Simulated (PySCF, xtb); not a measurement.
B(Cl)2(SiH3) (BCl2H3Si), SMILES [SiH3]B(Cl)Cl.

Geometry optimised at ωB97X-D3(BJ)/def2-SVP.

Computed with PySCF 2.14.0 with IEF-PCM-B3LYP/def2-SVP.

The values are the electrostatic part of the solvation free energy, E(continuum) − E(gas) at the gas-phase geometry, in a cavity of scaled van der Waals radii (PySCF's table); cavitation and dispersion terms are not included. In vacuum the orbital gap is 5.91 eV. The dipole moment in vacuum is 0.15 D.

Question: Estimate the values in water (ε = 78.36), N,N-dimethylformamide (ε = 37.22), n-hexane (ε = 1.88). (An estimate is asked for; the answer gives what the named calculation found.)

Answer: 
| solvent | ε | ΔG(elec) (kcal/mol) | dipole (D) | gap (eV) |
|---|---|---|---|---|
| water | 78.36 | -0.6 | 0.22 | 5.96 |
| N,N-dimethylformamide | 37.22 | -0.6 | 0.22 | 5.96 |
| n-hexane | 1.88 | -0.2 | 0.18 | 5.93 |

For comparison, GFN2-xTB/ALPB(water) (xtb, at the GFN2-xTB geometry, all terms of that model) gives -0.8 kcal/mol.
